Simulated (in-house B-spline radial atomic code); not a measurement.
Inner levels of technetium as electrons are removed. A shift is the extra binding of the orbital against the neutral atom ([Kr] 4d5 5s2). Computed with a radial B-spline atomic code at the basis-set limit: non-relativistic Hartree-Fock, average of the configuration, point nuclei.

This level leaves out relativity, spin-orbit splitting included, which matters for heavy ions.

| ion | configuration | shift of 1s (eV) | radius of 1s (bohr) | Σ<r²> (bohr²) | change of density at nucleus (bohr⁻³) |
| --- | --- | --- | --- | --- | --- |
| Tc31+ | [Ne] 3s2 | 1676.73 | 0.035413 | 0.48582 | 446.69 |
| Tc32+ | [Ne] 3s1 | ? | ? | ? | ? |
| Tc33+ | [He] 2s2 2p6 | 1864.99 | 0.035409 | 0.17843 | -799.49 |
| Tc34+ | [He] 2s2 2p5 | ? | ? | ? | ? |
| Tc35+ | [He] 2s2 2p4 | ? | ? | ? | ? |
| Tc36+ | [He] 2s2 2p3 | 2590.05 | 0.035316 | 0.11133 | -393.91 |
| Tc37+ | [He] 2s2 2p2 | 2840.05 | 0.035282 | 0.090779 | -252.59 |
| Tc38+ | [He] 2s2 2p1 | 3094.19 | 0.035248 | 0.071067 | -108.19 |
| Tc39+ | [He] 2s2 | 3352.44 | 0.035212 | 0.052148 | 39.31 |
| Tc40+ | [He] 2s1 | 3575.93 | 0.035208 | 0.027397 | -2774.13 |
| Tc41+ | 1s2 | 3802 | 0.035191 | 0.003306 | -5673.5 |
| Tc42+ | 1s1 | 4528.77 | 0.034884 | 0.0016225 | -30200 |

Fill in the row of Tc32+.

shift of 1s (eV): 1770.16; radius of 1s (bohr): 0.035411; Σ<r²> (bohr²): 0.32988; change of density at nucleus (bohr⁻³): -165.05.

Fill in the row of Tc34+.

shift of 1s (eV): 2102.51; radius of 1s (bohr): 0.035379; Σ<r²> (bohr²): 0.1551; change of density at nucleus (bohr⁻³): -667.35.

Fill in the row of Tc35+.

shift of 1s (eV): 2344.2; radius of 1s (bohr): 0.035348; Σ<r²> (bohr²): 0.13275; change of density at nucleus (bohr⁻³): -532.16.
